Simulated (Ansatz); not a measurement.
Consider the formal exchange of groups at a B–Si bond: `B[SiH]1BS1` + `CC(C)=CF` → `B/C(C)=C/F` + `C[SiH]1BS1`.

Program: Ansatz. Geometries: PBE0-D4/def2-TZVP. ΔE: electronic, gas phase. CCSD(T)/CBS is the MP2 limit (def2-TZVPP, def2-QZVPP) plus CCSD(T) − MP2 in def2-TZVPP, frozen cores. DFT in def2-TZVPP.

`B[SiH]1BS1`:

Cartesian coordinates in Å:
```
B -1.620 0.397 0.210
Si 0.188 -0.284 0.572
B 1.494 -0.384 -0.897
S 1.842 1.051 0.028
H -2.592 -0.142 0.650
H -1.754 1.323 -0.532
H 0.484 -1.042 1.814
H 1.958 -0.920 -1.845
```

`CC(C)=CF`:

Z-matrix (Å, degrees):
```
C
C 1 1.492
H 1 1.095 2 110.5
H 1 1.089 2 112.0 3 -121.0
H 1 1.095 2 110.5 3 117.9
C 2 1.494 1 117.7 3 -59.0
C 2 1.323 1 122.7 3 121.0
H 6 1.091 2 112.0 1 180.0
H 6 1.095 2 110.8 1 -59.2
H 6 1.095 2 110.8 1 59.2
F 7 1.344 2 122.6 1 0.0
H 7 1.084 2 125.2 1 -180.0
```

`B/C(C)=C/F`:

Z-matrix (Å, degrees):
```
C
C 1 1.500
H 1 1.090 2 112.6
H 1 1.093 2 110.4 3 121.2
H 1 1.093 2 110.3 3 -121.2
C 2 1.338 1 122.1 3 0.8
B 2 1.526 1 124.1 3 -179.2
F 6 1.329 2 123.4 1 -0.0
H 6 1.084 2 124.7 1 180.0
H 7 1.198 2 119.6 1 -180.0
H 7 1.197 2 121.1 1 0.1
```

`C[SiH]1BS1`:

Cartesian coordinates in Å:
```
C -1.235 0.193 -0.742
Si 0.047 -0.446 0.450
B 1.939 -0.068 0.377
S 1.192 1.054 1.524
H -0.828 1.008 -1.343
H -1.549 -0.609 -1.416
H -2.118 0.554 -0.210
H -0.507 -1.489 1.350
H 3.058 -0.197 0.009
```

(1) Is it downhill or uphill in electronic energy at CCSD(T)/CBS, and by how much? (Estimate.)

(2) What do these levels give: ωB97X-V, B2PLYP, PBE0, SCS-MP2/def2-TZVPP, HF/def2-QZVPP, SCS-MP2/def2-QZVPP? (Estimate.)

Largest T1 diagnostic among the species: 0.020.

## Answers

(1) The calculation gave: Downhill: ΔE = -75.5 kJ/mol.

(2) Computed: ωB97X-V -77.3, B2PLYP -79.1, PBE0 -73.1, SCS-MP2/def2-TZVPP -81.5, HF/def2-QZVPP -82.6, SCS-MP2/def2-QZVPP -82.5 kJ/mol.

From PBE to PBE0 (25 % exact exchange), in def2-TZVPP and without D4, ΔE moves by −4.0 kJ/mol.
